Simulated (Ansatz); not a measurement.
```yaml
crystal:
  periodic: [false, false, false]
  atoms:
    - {symbol: C, position_ang: [-0.914479, 1.577907, 1.164222]}
    - {symbol: C, position_ang: [-0.228084, 0.603800, 1.004904]}
    - {symbol: Se, position_ang: [0.833411, -0.874410, 0.855523]}
    - {symbol: B, position_ang: [0.673988, -1.211640, -1.049990]}
    - {symbol: F, position_ang: [-0.054442, -0.455070, -1.835808]}
    - {symbol: H, position_ang: [-1.524620, 2.440714, 1.295024]}
    - {symbol: H, position_ang: [1.275526, -2.149399, -1.479575]}
basis:
  gaussian: {orbitals: aug-cc-pVDZ}
hamiltonian: {xc: {name: wB97M-V}, dispersion: d4}
accuracy: high
output: {forces: true}
```

```sh
$ ansatz run in.yaml --threads 2 --pin off --events-out ev --progress --plain --max-ram 4352MiB
```

(1) How does Ansatz answer? (Estimate.)

## Answers

(1) Ansatz gave: The program refused the input.
```
Error: invalid value for `hamiltonian.dispersion`: no damping is tabulated for this functional; type it, or the functional that lends it
```
